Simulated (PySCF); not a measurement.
Basis and Hamiltonian dependence of the excitation energy of Li

Li [He] 2s1 (2S) → Li [He] 3d1 (2D). Calculated with PySCF 2.14 from differences of total energies of unrestricted determinants, without spin-orbit coupling. Values in eV.

| basis | Hamiltonian | functions | UHF | PBE | PBE0 | CCSD(T) (valence and next inner shell) |
| --- | --- | --- | --- | --- | --- | --- |
| ANO-RCC-VTZP | spin-free X2C | 30 | 5.089 | 4.624 | 4.756 | 5.107 |
| aug-cc-pVTZ | non-relativistic | 46 | 4.492 | 4.079 | 4.197 | n/a |
| aug-cc-pVTZ-DK | spin-free X2C | 46 | 4.363 | 3.981 | 4.091 | n/a |
| dyall-acv3z | non-relativistic | 57 | 5.130 | 4.593 | 4.739 | 5.172 |
| dyall-av3z | non-relativistic | 57 | 5.130 | 4.593 | 4.739 | n/a |
| dyall-acv3z | spin-free X2C | 57 | 5.130 | 4.593 | 4.739 | 5.172 |
| dyall-av3z | spin-free X2C | 57 | 5.130 | 4.593 | 4.739 | n/a |
| aug-cc-pCVTZ-DK | spin-free X2C | 59 | 4.363 | 3.985 | 4.094 | 4.397 |
| aug-cc-pVTZ with one added diffuse shell each of s, p, d, f type | non-relativistic | 62 | 3.993 | 3.740 | 3.820 | n/a |
| aug-cc-pCVTZ-DK with one added diffuse shell each of s, p, d, f type | spin-free X2C | 75 | 3.888 | n/a | n/a | 3.924 |
| aug-cc-pVQZ-DK | spin-free X2C | 80 | 4.073 | 3.776 | 3.867 | n/a |
| aug-cc-pVQZ with one added diffuse shell each of s, p, d, f, g type | non-relativistic | 105 | 3.838 | 3.663 | 3.734 | n/a |
| aug-cc-pCVQZ-DK | spin-free X2C | 109 | 4.072 | 3.781 | 3.870 | n/a |
| aug-cc-pV5Z | non-relativistic | 127 | 3.994 | 3.729 | 3.814 | n/a |

Frozen in the all-electron rows: valence: 1s2; valence and next inner shell: nothing.

At UHF, ANO-RCC-VTZP, dyall-acv3z, dyall-av3z, dyall-acv3z, dyall-av3z, aug-cc-pCVTZ-DK with one added diffuse shell each of s, p, d, f type, aug-cc-pVQZ with one added diffuse shell each of s, p, d, f, g type lie more than 0.3 eV from the median of the rows with comparable relativity. Of these, ANO-RCC-VTZP has no diffuse functions of the l that the added or promoted electron needs.

Reference for a calculation without spin-orbit coupling: 3.879 eV (measured, between term centres; NIST).
